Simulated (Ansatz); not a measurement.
Ansatz (an electronic-structure program) input (CCSD(T)/cc-pVTZ):

Ansatz 0.2 input:
```yaml
crystal:
  periodic: [false, false, false]
  atoms:
    - {symbol: C, position_ang: [-2.29522809, -0.84477823, 0.10040688]}
    - {symbol: Si, position_ang: [-1.01756384, 0.45249528, -0.28357803]}
    - {symbol: O, position_ang: [0.48113942, -0.18633873, -0.04064541]}
    - {symbol: Si, position_ang: [2.08400634, 0.07826748, 0.17341424]}
    - {symbol: H, position_ang: [-2.16635136, -1.71929084, -0.54011376]}
    - {symbol: H, position_ang: [-2.22176648, -1.16920738, 1.14004826]}
    - {symbol: H, position_ang: [-3.30110218, -0.44983043, -0.06206453]}
    - {symbol: H, position_ang: [-1.12439318, 0.89382902, -1.69507464]}
    - {symbol: H, position_ang: [-1.18654190, 1.63566199, 0.59604518]}
    - {symbol: H, position_ang: [2.70206188, -1.19906147, 0.62167141]}
    - {symbol: H, position_ang: [2.29015126, 1.13659960, 1.20450307]}
basis:
  gaussian:
    orbitals: cc-pVTZ
magnetization: {spin_polarized: true, initial_magnetization: 1}
correlation: {method: ccsd_t, electrons: outside_noble_gas}
```

Output:

```
Functional definition: HF
integrals: 1.93 GiB planned
1277 factors; integrals over basis functions are off by at most 1.3e-3 eV
1.23 GiB of device memory are held for the factors and their scratch space
mean field: 1.11 GiB planned
mean field evaluation 1: about -18902.5619 eV, gradient 2.9e1 eV
mean field evaluation 2: about -18902.5793 eV, gradient 2.9e1 eV
mean field evaluation 4: about -18906.5138 eV, gradient 3.4e0 eV
mean field evaluation 8: about -18906.6159 eV, gradient 1.2e-1 eV
mean field evaluation 16: about -18906.5777 eV, gradient 1.1e0 eV
mean field -18906.61622378 eV, -694.8053308590 hartree, gradient 1.5e-6 eV, S^2 0.754041; 0 other end points of the search recorded, 0 dependent functions left out
12 core orbitals not correlated
reference -18906.61622378 eV, -694.8053308590 hartree; 13, 12 occupied and 201, 202 virtual orbitals, 1277 factors
second order -17.43694913 eV of doubles, -0.00000000 eV of singles
coupled cluster: 13.43 GiB planned
cycle   1  -18.15787875 eV  change   -7.2e-1 eV  update   9.6e-2
cycle   2  -18.65307494 eV  change   -5.0e-1 eV  update   3.0e-2
cycle   3  -18.76757291 eV  change   -1.1e-1 eV  update   1.6e-2
cycle   4  -18.76002891 eV  change    7.5e-3 eV  update   4.7e-3
cycle   5  -18.75968403 eV  change    3.4e-4 eV  update   2.4e-3
cycle   6  -18.76001509 eV  change   -3.3e-4 eV  update   8.6e-4
cycle   7  -18.75992273 eV  change    9.2e-5 eV  update   3.4e-4
cycle   8  -18.76007490 eV  change   -1.5e-4 eV  update   1.1e-4
cycle   9  -18.76010284 eV  change   -2.8e-5 eV  update   3.4e-5
cycle  10  -18.76008447 eV  change    1.8e-5 eV  update   1.4e-5
perturbative correction -0.65580032 eV, -0.0241002174 hartree
Total energy: -18926.03210857 eV, -695.5188514647 hartree
```

It need not be the lowest isomer of its formula.
